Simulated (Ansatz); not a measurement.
Consider the ligand exchange at the Si–S bond: `[SiH3]S[CH2][GeH3]` + `[NH2][SnH3]` → `[SiH3][NH][SnH3]` + `S[CH2][GeH3]`.

Computed with Ansatz on PBE0-D4/def2-TZVP structures; ΔE is electronic, products minus reactants. CCSD(T)/CBS is the MP2 limit (def2-TZVPP, def2-QZVPP) plus CCSD(T) − MP2 in def2-TZVPP, frozen cores. DFT in def2-TZVPP. def2 core potentials past Kr. For Ge, Sn outer-core shells are correlated without core-valence functions, which leaves a few kJ/mol of doubt a bond. Scalar relativity is left out up to krypton. One conformer a species, not always the lowest.

| level | ΔE (kJ/mol) |
| --- | --- |
| r2SCAN0 | 0.5 |
| CCSD/CBS(def2) | -5.5 |

(1) What does CCSD(T)/CBS give? (Best estimate.)

Largest T1 diagnostic among the species: 0.013.

Answers

(1) Computed: -2.9 kJ/mol. The listed levels differ from it by 3.4, -2.6 kJ/mol.

Leaving LDA and LC-ωPBE aside and taking each functional with its dispersion term where it has one, the values, not all of them listed here, spread over 18.4 kJ/mol, from BHLYP-D4 to revPBE-D4. LDA lies −5.7 kJ/mol from PBE without D4. At CCSD(T), def2-SVP lies −7.0 kJ/mol from the extrapolated value and def2-TZVPP −1.3 kJ/mol.
